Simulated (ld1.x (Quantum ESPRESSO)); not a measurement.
# Transferability test, TM semilocal potential for Ga

gallium (Ga), norm-conserving Troullier–Martins (semilocal form), made with ld1.x (Quantum ESPRESSO) 7.5 (Wu–Cohen, scalar-relativistic). Core [Ar], reference 3d10 4s1.75 4p1.25. Waves: 4p (bound): rc 2.30 bohr; 3d (bound): rc 1.10 bohr; 4s (bound): rc 1.60 bohr. Local part: the s channel. Core correction: Bessel-smoothed model core inside 0.60 bohr.

Energies are relative to the spin-unpolarised reference configuration 3d10 4s1.75 4p1.25; without spin polarisation the order of configurations can differ from experiment.

```
valence configuration  charge  ΔE all-electron (eV)  error AE − PS (meV)
         3d10 4s2 4p1       0                -1.618                 +0.1
         3d10 4s2 4p0      +1                 4.062                 -1.1
         3d10 4s1 4p0      +2                25.244                  -14
       3d10 4s2 4p0.5    +0.5                 0.406                 -0.1
          3d9 4s0 4p0      +4               120.279                 -167
         3d10 4s1 4p1      +1                11.508                 -1.7
         3d10 4s1 4p2       0                 4.967                 -0.9
```

Levels in the configuration 3d10 4s2 4p0:

| level | all-electron (eV) | pseudo (eV) |
| --- | --- | --- |
| 3d | -27.486 | -27.442 |
| 4s | -16.412 | -16.414 |
